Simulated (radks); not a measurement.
Task: Radial electron density D(r) = 4 pi r^2 rho(r) of an atom or ion with 64 electrons. All-electron calculation, Dirac Kohn-Sham, Slater X-alpha with alpha = 0.981, spin-unpolarised, spherical densities, finite nucleus; Fermi nuclear charge, rms radius of each element as measured or else 0.836 A^(1/3) + 0.57 fm. Program: a radial shooting solver on a logarithmic mesh with Libxc functionals.

```
   r/bohr * D(r) (the largest magnitude, 113, reaches the edge; | marks zero)
 0.003537 |             *
 0.004793 |                    *
 0.006496 |                            *
 0.008874 |                                    *
  0.01203 |                                         *
   0.0163 |                                          *
  0.02209 |                                       *
  0.02994 |                                     *
  0.04058 |                                           *
  0.05499 |                                                     *
  0.07453 |                                                      *
    0.101 |                                            *
   0.1369 |                                           *
   0.1855 |                                                 *
   0.2514 |                                    *
   0.3408 |                     *
   0.4618 |                        *
   0.6259 |                     *
   0.8483 |          *
    1.159 |     *
    1.571 |   *
    2.129 |*
    2.885 *
     3.91 *
    5.299 *
    7.181 *
    9.732 *
```

What is the nuclear charge?

Result: Z = 65. The innermost maximum, from 1s, lies near gamma/Z bohr with gamma = sqrt(1 - (Z/c)^2) = 0.880, here 0.0135 bohr (found: 0.0149), and its height grows with Z. The density is that of the terbium ion Tb+ in [Xe] 4f9 6s1; the configuration itself is not fixed sharply by these data, and Z only to a few units. D(r) has 4 maxima, at r = 0.0149, 0.0661, 0.184, 0.500 bohr, and minima at 0.0288, 0.120, 0.358 bohr, inside which lie 2.01, 11.17, 29.41 electrons.
